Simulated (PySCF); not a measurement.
A structure optimised at TPSSh-D3(BJ)/def2-SVPD, used in a PySCF frequency run:

```xyz
4

Al     0.0000     0.0000    -0.6478
Cl     1.7943     1.0359     0.1651
Cl     0.0000    -2.0718     0.1651
Cl    -1.7943     1.0359     0.1651
```
Charge -1, spin multiplicity 2.

Problem. Write its SMILES, formula and point group.

Solution. [Cl][Al-]([Cl])[Cl], AlCl3, C3v

Problem. What are its rotational constants (standard atomic weights)?

Solution. 2.0842, 2.0842, 1.1071 GHz
